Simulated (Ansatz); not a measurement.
`C[SiH2]C(F)(F)F` → `F[C](F)F`• + `C[SiH2]`•  (homolysis of the C–Si bond)

Program: Ansatz. Geometries: PBE0-D4/def2-TZVP. ΔE: electronic, gas phase. CCSD(T)/CBS is the MP2 limit (def2-TZVPP, def2-QZVPP) plus CCSD(T) − MP2 in def2-TZVPP, frozen cores. Open shells (•) are unrestricted, without spin–orbit coupling.

`C[SiH2]C(F)(F)F`:

```xyz
11

C    -0.009   -0.675    1.451
Si   -0.692    0.395    0.092
C     0.529    0.326   -1.406
F     1.759    0.767   -1.071
F     0.119    1.072   -2.446
F     0.685   -0.932   -1.868
H    -0.672   -0.666    2.318
H     0.972   -0.316    1.766
H     0.094   -1.708    1.111
H    -1.997   -0.088   -0.423
H    -0.788    1.825    0.475
```

`F[C](F)F`•:

Cartesian coordinates in Å:
```
F -1.067 -0.247 0.615
C -0.016 -0.240 -0.172
F 1.098 -0.323 0.516
F -0.015 0.810 -0.959
```

`C[SiH2]`•:

Cartesian coordinates in Å:
```
C 0.805 0.041 0.141
Si -1.024 0.377 -0.103
H 1.024 -1.020 -0.014
H 1.403 0.619 -0.565
H 1.117 0.308 1.153
H -1.859 -0.375 0.876
H -1.466 0.050 -1.488
```

```json
{"species": "`C[SiH2]C(F)(F)F`", "CCSD(T)/CBS(def2) energy (Eh)": "-667.57559"}
{"species": "`F[C](F)F`•", "CCSD(T)/CBS(def2) energy (Eh)": "-337.34656"}
{"species": "`C[SiH2]`•", "CCSD(T)/CBS(def2) energy (Eh)": "-330.08288"}
```

(1) Work out ΔE.

Largest T1 diagnostic among the species: 0.014.

## Answers

(1) ΔE = (-337.34656) + (-330.08288) − (-667.57559) = 0.14615 Eh = +91.7 kcal/mol.

From BLYP to BHLYP (50 % exact exchange), in def2-TZVPP and without D4, ΔE moves by +3.0 kcal/mol. The D4 term adds +2.9 kcal/mol with B3LYP and +1.6 kcal/mol with PBE0; it sums over pairs of atoms, weighted by their polarisabilities, and B3LYP, whose exchange is more repulsive, gets the larger term. Leaving LDA and LC-ωPBE aside and taking each functional with its dispersion term where it has one, the values, not all of them listed here, spread over 10.7 kcal/mol, from r2SCAN0-D4 to ωB97M-V. LDA lies +13.8 kcal/mol from PBE without D4, its usual overbinding.

B3LYP here is the variant with VWN-RPA as its local correlation; programs differ in this.
